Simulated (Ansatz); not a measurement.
One change: `[CH3][AlH][I]` becomes `[CH3][AlH][SiH3]`.

Ansatz, PBE0-D4/def2-TZVP geometries, multiplicity 1. 

Elements past krypton have def2 core potentials.  Spin–orbit coupling is left out; it splits and shifts lone-pair levels of the heavy atoms by tenths of an eV.

```
                                        property  `[CH3][AlH][I]`
               LUMO energy (PBE/def2-TZVPP) / eV            -2.16
size of the dipole moment (B3LYP/def2-TZVPP) / D             1.75
           HOMO energy (ωB97M-V/def2-TZVPP) / eV            -9.60
               HOMO energy (PBE/def2-TZVPP) / eV            -6.36
             HOMO–LUMO gap (PBE/def2-TZVPP) / eV             4.20
  size of the dipole moment (PBE/def2-TZVPP) / D             1.69
```

Question: Give the same properties after the change, and the shifts. (Estimate.)

Answer: The calculation gave: 
```json
{"property": "LUMO energy (PBE/def2-TZVPP) / eV", "`[CH3][AlH][SiH3]`": "-2.50", "shift": "-0.34"}
{"property": "size of the dipole moment (B3LYP/def2-TZVPP) / D", "`[CH3][AlH][SiH3]`": "1.02", "shift": "-0.73"}
{"property": "HOMO energy (ωB97M-V/def2-TZVPP) / eV", "`[CH3][AlH][SiH3]`": "-9.35", "shift": "0.25"}
{"property": "HOMO energy (PBE/def2-TZVPP) / eV", "`[CH3][AlH][SiH3]`": "-6.27", "shift": "0.09"}
{"property": "HOMO–LUMO gap (PBE/def2-TZVPP) / eV", "`[CH3][AlH][SiH3]`": "3.77", "shift": "-0.43"}
{"property": "size of the dipole moment (PBE/def2-TZVPP) / D", "`[CH3][AlH][SiH3]`": "1.05", "shift": "-0.64"}
```

With PBE0 the HOMO rises by 0.14 eV and the LUMO falls by 0.32 eV, so the gap narrows by about 0.46 eV. PBE moves the HOMO by 0.09 eV and ωB97M-V by 0.25 eV. Dipoles are sizes alone; their direction can turn.

B3LYP here is the variant with VWN-RPA as its local correlation; programs differ in this.
